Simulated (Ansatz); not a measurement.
Several solutions for singlet GaN in separate pieces

```xyz
2

Ga    0.0000    0.0000    0.0000
N     0.0000    0.0000    5.7000
```

Basis set: def2-SVP (spherical functions). Charge 0, multiplicity 1.

UHF was run from several starts with Ansatz (development build ahead of 0.2.0).

```tsv
run	program	start	converged	energy (hartree)	<S²>
A	Ansatz	search for the lowest state	yes	-1977.24773	2.02
B	Ansatz	stability test followed	yes	-1977.24773	2.02
C	Ansatz	atomic start, no search	yes	-1977.01771	0.00
```

(1) Which runs reached the lowest solution of this kind, and what is wrong with the others?

Answers

(1) A, B reached the lowest solution found. Converged but too high: C by 6.26 eV. Convergence only shows a stationary point, and even a stable one can lie too high; stability tests and further starts are what find lower ones. Caution: another spin multiplicity may lie lower. Caution: the unrestricted determinant is a mixture of spin states.
